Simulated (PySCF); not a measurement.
Molfile (atoms numbered from 1):
```
C3H7BO2
     RDKit          3D

 13 13  0  0  0  0  0  0  0  0999 V2000
   -1.2721   -0.8586   -0.6064 C   0  0  0  0  0  0  0  0  0  0  0  0
   -0.2792   -0.3279    0.4004 C   0  0  2  0  0  0  0  0  0  0  0  0
    0.0265    1.1814    0.2675 C   0  0  0  0  0  0  0  0  0  0  0  0
    1.4402    1.2799    0.2271 O   0  0  0  0  0  0  0  0  0  0  0  0
    1.9443    0.0167    0.1731 B   0  0  0  0  0  0  0  0  0  0  0  0
    0.9936   -0.9535    0.2321 O   0  0  0  0  0  0  0  0  0  0  0  0
   -0.9417   -0.6303   -1.6316 H   0  0  0  0  0  0  0  0  0  0  0  0
   -1.3730   -1.9489   -0.5100 H   0  0  0  0  0  0  0  0  0  0  0  0
   -2.2628   -0.4048   -0.4496 H   0  0  0  0  0  0  0  0  0  0  0  0
   -0.6300   -0.5638    1.4207 H   0  0  0  0  0  0  0  0  0  0  0  0
   -0.3629    1.7696    1.1127 H   0  0  0  0  0  0  0  0  0  0  0  0
   -0.3940    1.6019   -0.6624 H   0  0  0  0  0  0  0  0  0  0  0  0
    3.1178   -0.2173    0.0824 H   0  0  0  0  0  0  0  0  0  0  0  0
  1  2  1  0
  2  3  1  0
  3  4  1  0
  4  5  1  0
  5  6  1  0
  6  2  1  0
  1  7  1  0
  1  8  1  0
  1  9  1  0
  2 10  1  1
  3 11  1  0
  3 12  1  0
  5 13  1  0
M  END
```

Geometry: PBE0-D3(BJ)/def2-SVP; GIAO absolute shieldings from PySCF 2.14, gas phase, non-relativistic, averaged over equivalent atoms.

At PBE0/6-31G* (98 basis functions, 7.6 s wall time on 1 thread of an Arm Neoverse V1, shared host):
```tsv
atoms	σ (ppm)
C2	124.0
C3	124.3
C1	171.6
O6	187.7
O4	209.6
B5	88.4
H10	27.46
H13	27.70
H11	27.75
H12	28.31
H7/H8/H9	30.76
```

Task: Estimate the result of repeating the calculation with PBE0/pcSseg-2.

Result: 
```tsv
atoms	σ at PBE0/pcSseg-2	change
C2	106.3	-17.7
C3	107.3	-17.0
C1	159.9	-11.7
O6	162.0	-25.7
O4	190.4	-19.2
B5	71.5	-16.9
H10	26.75	-0.71
H13	27.17	-0.53
H11	27.00	-0.75
H12	27.67	-0.64
H7/H8/H9	30.02	-0.74
```

The largest change is at O6 (oxygen bonded to C, B, in a 5-membered ring). Cost: 314 basis functions, 44 s wall time on 1 thread of an Arm Neoverse V1, shared host. The order of the carbon signals is the same at both levels.
